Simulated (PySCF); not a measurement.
## Vertical excitation energies

C3H12AlAs.
SMILES: `CC(C)[AsH2+][AlH3-]`

Computed with TDDFT B3LYP/def2-SVPD, vertical, gas phase, core orbitals frozen in the response in PySCF. Geometry: PBE0-D3(BJ)/def2-SVP, one conformer, isolated molecule. Relativistic effects, spin–orbit coupling among them, are left out although an element past zinc is present. Torsions of this conformer, `[CH3:1][CH:2]([CH3:3])[AsH2+:4][AlH3-:5]`: C1–C2–As4–Al5 -57°.

**Question.** Predict the UV-vis stick spectrum at this level.

**Answer.** 

```
state  E (eV)  E (kJ/mol)  λ (nm)       f  |μ| (D)   main configurations (H = HOMO, L = LUMO)
   S1    6.03         581   205.8  0.0008     0.19                     H→L (82%), H-1→L (16%)
   S2    6.10         589   203.1   0.022     0.98                     H-1→L (78%), H→L (15%)
   S3    6.42         620   193.0   0.013     0.72                 H-2→L (77%), H-1→L+2 (11%)
   S4    6.47         624   191.7  0.0009     0.19    H→L+2 (47%), H-1→L+1 (34%), H→L+1 (14%)
   S5    6.49         626   191.0  0.0040     0.40  H-1→L+2 (44%), H-1→L+1 (30%), H→L+1 (13%)
   S6    6.53         630   189.9  0.0035     0.37    H→L+2 (35%), H-1→L+1 (22%), H→L+1 (17%)
   S7    6.73         650   184.2   0.082     1.79    H→L+1 (40%), H-1→L+2 (20%), H-2→L (14%)
   S8    6.90         666   179.7   0.018     0.84                              H-2→L+1 (87%)
   S9    7.07         682   175.4   0.242     3.01               H-1→L+3 (44%), H-2→L+2 (43%)
  S10    7.08         683   175.2   0.070     1.61                                H→L+3 (92%)
```

Triplets, Tamm–Dancoff:

| state | E (eV) | λ (nm) | main configurations (H = HOMO, L = LUMO) |
| --- | --- | --- | --- |
| T1 | 5.79 | 214.2 | H→L (50%), H-2→L (33%) |
| T2 | 5.80 | 213.7 | H-2→L (36%), H-1→L (25%), H→L (25%) |
| T3 | 5.85 | 211.9 | H-1→L (64%), H-2→L (13%), H→L (10%) |
| T4 | 6.13 | 202.2 | H-1→L+2 (66%), H→L+2 (17%) |

The lowest singlet comes at 206 nm (581 kJ/mol) in the ultraviolet; it is very weak; its leading configuration is HOMO→LUMO (82%). The most intense listed level is S9 at 7.07 eV (175 nm, f = 0.242), 1.04 eV above S1. Löwdin shares by element: HOMO (one of a set within 0.03 eV) hydrogen 57% or more, aluminium 38%; LUMO arsenic 31%, hydrogen 24% or more, aluminium 9% (atoms not listed hold the other 37%). Weighted by f, the mean energy of these states is 6.93 eV. Of the 10 states listed, 6 reach f = 0.01 and none stays under 0.0005. The oscillator strengths of these states sum to 0.456; summed over the whole spectrum of an exact calculation they would give the number of electrons, 76 (Thomas–Reiche–Kuhn). The vertical ionisation energy (ΔSCF) is 9.60 eV, 2.53 eV above S10. The window holds the lowest 10 singlets.
